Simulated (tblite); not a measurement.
Species: C2H10O2Si3.
Bonds: C1–Si2, Si2–Si3, Si2–Si4, Si2–O5, O5–C6, C6–O7 (double). Hydrogens: H8, H9, H10 on C1; H11, H12, H13 on Si3; H14, H15, H16 on Si4; H17 on C6.

Computed geometry: GFN2-xTB, gas phase.

Some entries are withheld. Bonds in one row agree within 0.01 Å.

```csv
coordinate,value
C1–Si2,?
"Si2–Si3, Si2–Si4",2.332 Å
Si2–O5,?
O5–C6,?
C6=O7,1.203 Å
"C1–H8, C1–H9, C1–H10",1.087 Å
Si3–H11 and 4 like bonds,1.465 Å
Si4–H14,1.479 Å
C6–H17,1.106 Å
C1–Si2–Si3,109.9°
C1–Si2–Si4,113.3°
C1–Si2–O5,99.4°
Si3–Si2–Si4,?
Si3–Si2–O5,?
Si4–Si2–O5,?
Si2–O5–C6,123.7°
O5–C6–O7,?
```

Question: Fill in the missing values.

Answer: 
- C1–Si2 = 1.917 Å, drawn single (Si-methyl carbon to oxygen-bound silicon); 0.05 Å above the sum of covalent radii, 1.87 Å.
- Si2–O5 = 1.735 Å, drawn single (oxygen-bound silicon to oxygen singly bound to a carbonyl carbon); 0.04 Å below the sum of covalent radii, 1.77 Å.
- O5–C6 = 1.289 Å, drawn single (oxygen singly bound to a carbonyl carbon to carbonyl carbon); 0.10 Å below the sum of covalent radii, 1.39 Å.
- Si3–Si2–Si4 = 125.2°, at the oxygen-bound silicon; the outer atoms are 4.141 Å apart.
- Si3–Si2–O5 = 98.5°, at the oxygen-bound silicon; the outer atoms are 3.105 Å apart.
- Si4–Si2–O5 = 105.9°, at the oxygen-bound silicon; the outer atoms are 3.267 Å apart.
- O5–C6–O7 = 126.3°, at the carbonyl carbon; the outer atoms are 2.223 Å apart.

Radii are Cordero's, carbon taken as 0.76, 0.73 or 0.69 Å for four, three, and two or fewer neighbours.

Its GFN2-xTB frequencies are all real (lowest 24 cm⁻¹). The numbers are those of one conformer (C1–Si2–O5–C6 -125°, Si2–O5–C6–O7 0°). 3 starts were optimised and ended at 0.00, 0.28 and 0.56 kcal/mol (GFN2-xTB); the lowest of these is shown.

On an Arm Neoverse V1 with one thread, no GPU (shared host), this took 1.4 s. That covers the optimisation of the geometry.
